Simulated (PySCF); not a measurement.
[CH7AlClSi]-: core ionisation energies

Compound: CH₇AlClSi (charge -1).
Numbering: `[SiH3:1][CH2:2][AlH2-:3][Cl:4]`

Method: delta-SCF UKS SCAN, pcX-2 on the ionised atom, pcseg-1 elsewhere, spin-free X2C (PySCF). Each binding energy is the total energy of the core-ionised species, with the hole localised on one atom, minus that of the ground state; both are solved self-consistently, so orbital relaxation is included.

Task: List the computed XPS lines with their assignment.

Result: 
```
atom(s)                        environment     level  binding energy (eV)  2p1/2 (eV)  count
    Si1                       SiH3 silicon  Si 2p3/2               102.63      103.25      1
    Cl4              chlorine bonded to Al  Cl 2p3/2               200.19      201.84      1
     C2        sp3 carbon bound to silicon      C 1s               285.02           –      1
    Al3  aluminium bonded to C, Cl and 2 H     Al 1s              1561.15           –      1
    Si1                       SiH3 silicon     Si 1s              1842.45           –      1
    Cl4              chlorine bonded to Al     Cl 1s              2822.78           –      1
```

Task: Which photon energy gives electrons from C 1s of C2 a kinetic energy of 150 eV, and what is their de Broglie wavelength?

Result: hν = 285.02 + 150 = 435.02 eV, recoil neglected; λ = 12.264 Å/√(E/eV) = 1.00 Å.

Task: Give the binding energy of C 1s of C2 in hartree and in kJ/mol.

Result: 285.02 eV = 10.4743 Eh = 27500 kJ/mol.

The 2p values aren't plain energy differences: one relaxed spin-free 2p hole is combined with a matrix within the shell (ground-state 2p orbital-energy differences and spin–orbit coupling). 2p3/2, the mean of its two sublevels, lies a third of the splitting below the shell's mean and 2p1/2 two thirds above it; the statistical areas are 2:1. 2p1/2 minus 2p3/2 (ligand field included): Si 0.62 eV, Cl 1.65 eV. The species carries charge -1, so core ionisation leaves a neutral species. The basis sets have no added diffuse functions. Geometry: PBE0-D3(BJ)/def2-SVP, one conformer, isolated ion. The geometry's basis has no diffuse functions, a weakness for an anion.

The values belong to the conformer `[SiH3:1][CH2:2][AlH2-:3][Cl:4]`: Si1–C2–Al3–Cl4 159°.
